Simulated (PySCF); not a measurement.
copper atom (Cu), doublet. Base run: HF/def2-SV(P) in PySCF.

Here is a job for PySCF.
```python
from pyscf import gto, scf

mol = gto.Mole()
mol.atom = '''
    Cu    0.000000    0.000000    0.000000
'''
mol.basis = 'def2-sv(p)'
mol.charge = 0
mol.spin = 1
mol.verbose = 4
mol.build()

mf = scf.UHF(mol)
mf.kernel()
```

Variants of this job, named by their change:

```csv
change,basis functions,E (Eh),HOMO (eV)
base,24,-1638.68858,-6.28
basis = cc-pVDZ-DK; relativity = spin-free X2C,43,-1653.15594,-6.68
basis = cc-pVDZ-DK; relativity = spin-free X2C; nucleus = Gaussian (with mol.nucmod = 'G'),43,-1653.14842,-6.68
basis = Sapporo-DKH3-DZP-2012; relativity = spin-free X2C,40,-1653.11684,-6.64
basis = Sapporo-DKH3-DZP-2012; relativity = none,40,-1631.61461,-6.40
basis = jorge-DZP-DKH; relativity = spin-free X2C; nucleus = Gaussian (with mol.nucmod = 'G'),43,-1653.03659,-6.49
basis = cc-pVDZ-DK; relativity = none,43,-1631.33435,-6.46
basis = jorge-DZP-DKH; relativity = spin-free X2C,43,-1653.04316,-6.49
basis = jorge-DZP-DKH; relativity = none,43,-1637.58806,-6.32
basis = Sapporo-DKH3-DZP-2012; relativity = spin-free X2C; nucleus = Gaussian (with mol.nucmod = 'G'),40,-1653.10966,-6.64
```

Totals shift with the method and basis; they matter in differences.

Open shells are given as the SCF converged; they aren't shown to be the lowest states, and a large step between rows can be another state.

Basis sets contracted for a relativistic Hamiltonian are a mismatch without it, so the rows without relativity aren't non-relativistic limits. No row has spin-orbit coupling; sets with core potentials leave out the core electrons.
